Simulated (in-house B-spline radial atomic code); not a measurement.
Mn II (Mn+) is squeezed into an impenetrable sphere of radius R (the orbitals vanish at R). Computed with a B-spline radial code for spherical atoms: non-relativistic r2SCAN, spin-polarised, spherical fractional occupations, point nucleus.

Energies in eV above the free ion in [Ar] 3d5 4s1:

```
R (bohr)  highest level (eV)  [Ar] 3d5 4s1  [Ar] 3d4 4s1 4f1  [Ne] 3s2 3p5 3d6 4s1
    9.85               -12.7     0.0003843             22.22                 48.98
    5.57               -12.2        0.3855             29.15                 49.36
    5.23               -11.8        0.6391             30.84                 49.61
    4.05               -8.63         3.684              42.2                  52.7
    3.89               -7.65         4.697             44.96                 53.73
    3.19               0.617         14.21              65.3                 63.49
    2.42                  31         56.95             130.7                 107.7
    2.02                75.7         134.6             229.5                 187.6
    1.83                 115         212.7             321.8                 267.3
    1.46                 265         577.5             729.8                 635.6
```

(1) Does [Ar] 3d4 4s1 4f1 fall below [Ar] 3d5 4s1 under compression?

(2) Does [Ne] 3s2 3p5 3d6 4s1 fall below [Ar] 3d5 4s1 under compression?

The highest level is first positive in the row R = 3.19 bohr, pushed up by confinement above the zero of the free ion's potential. Each configuration is held fixed and needn't be the lowest in the sphere.

Answers

(1) No, it stays above over the whole range.

(2) No, it stays above over the whole range.
